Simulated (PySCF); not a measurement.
C4H7BrO.
Atom-mapped SMILES: `[CH3:1][O:2]/[CH:3]=[CH:4]/[CH2:5][Br:6]` (hydrogens: H7, H8, H9 on C1; H10 on C3; H11 on C4; H12, H13 on C5)

Method: PySCF 2.14.0, PBE0-D3(BJ)/def2-SVP geometry optimisation, gas phase; density fitting, grid level 1; the optimiser is geomeTRIC in internal coordinates, started from a GFN2-xTB structure with every atom displaced at random (about 0.01 Å).

Step 2: E = -76326.4086 eV
```
atom  x, y, z in Å  |  force x, y, z in eV/Å
C1     -2.2457   -0.0673   -0.2834   -0.031  -0.106   0.071
O2     -1.4129   -0.1214   -1.4114    0.123   0.044   0.308
C3     -0.0914   -0.0825   -1.2156    0.434   0.003  -0.526
C4      0.6298   -0.0529   -0.0818   -0.393  -0.121   0.395
C5      2.1089   -0.0475   -0.0358   -0.168  -0.009  -0.290
Br6     2.8344    1.6084    0.7545   -0.018  -0.001  -0.017
H7     -3.2801   -0.0558   -0.6504    0.016   0.004   0.009
H8     -2.1044   -0.9522    0.3658    0.013   0.069  -0.031
H9     -2.0584    0.8438    0.3092    0.007   0.018   0.024
H10     0.4157   -0.0891   -2.1859    0.069   0.023  -0.040
H11     0.1261   -0.0658    0.8871   -0.065   0.048   0.082
H12     2.5176   -0.8461    0.5968   -0.025   0.024   0.019
H13     2.5543   -0.1192   -1.0363    0.037   0.004  -0.004
```

Step 3: E = -76326.4306 eV
```
atom  x, y, z in Å  |  force x, y, z in eV/Å
C1     -2.2121   -0.0663   -0.2716   -0.070  -0.015  -0.046
O2     -1.4024   -0.1217   -1.4168   -0.015   0.031   0.038
C3     -0.0791   -0.0828   -1.2436    0.078  -0.012  -0.094
C4      0.6026   -0.0552   -0.0873   -0.010  -0.102   0.215
C5      2.0791   -0.0495   -0.0348   -0.083  -0.009  -0.123
Br6     2.7974    1.6080    0.7602    0.003   0.009  -0.009
H7     -3.2543   -0.0548   -0.6176    0.039  -0.002   0.010
H8     -2.0574   -0.9461    0.3773    0.023  -0.003  -0.002
H9     -2.0124    0.8465    0.3151    0.000   0.012   0.011
H10     0.4381   -0.0898   -2.2090    0.002   0.026  -0.006
H11     0.0786   -0.0679    0.8725    0.002   0.044  -0.017
H12     2.4844   -0.8473    0.6002    0.008   0.017   0.030
H13     2.5316   -0.1203   -1.0319    0.023   0.004  -0.005
```

Task: Estimate the geometry and energy of step 4. (The exact step hangs on the optimiser's Hessian estimate; all steps are aligned on step 3, rigid shifts and turns removed.)

Result: E = -76326.4286 eV, largest force 0.203 eV/Å
```
atom  x, y, z in Å  |  force x, y, z in eV/Å
C1     -2.2299   -0.0723   -0.2905    0.025  -0.017   0.007
O2     -1.3837   -0.1017   -1.4094    0.018   0.023   0.045
C3     -0.0654   -0.0751   -1.1977   -0.177   0.053  -0.084
C4      0.6014   -0.0572   -0.0314    0.031  -0.071  -0.171
C5      2.0772   -0.0557   -0.0471    0.033  -0.024   0.154
Br6     2.8335    1.6131    0.6875    0.027   0.038   0.013
H7     -3.2593   -0.0523   -0.6689   -0.004   0.001   0.004
H8     -2.0929   -0.9687    0.3393    0.013   0.000   0.014
H9     -2.0492    0.8255    0.3259   -0.003   0.003  -0.003
H10     0.4715   -0.0656   -2.1524    0.014  -0.014   0.014
H11     0.0927   -0.0543    0.9359    0.014   0.002  -0.027
H12     2.5111   -0.8424    0.5833    0.029   0.016   0.016
H13     2.4869   -0.1408   -1.0619   -0.021  -0.010   0.019
```

The energy changes by +0.0020 eV. The first-order estimate −F·Δx gives -0.0115 eV and the mean of the old and new forces, exact on a quadratic surface, +0.0027 eV. The step makes an angle of 79° with the force vector and moves no atom by more than 0.081 Å. The energy falls at the start of this step and ends higher, so the step passed the lowest point of its straight line.

The cost below is that of the whole optimisation. Time: 65 s wall; peak memory 0.57 GiB. Hardware: an Arm Neoverse V2 with one thread, no GPU, shared host with 48 logical CPUs at a one-minute load of 8.9.
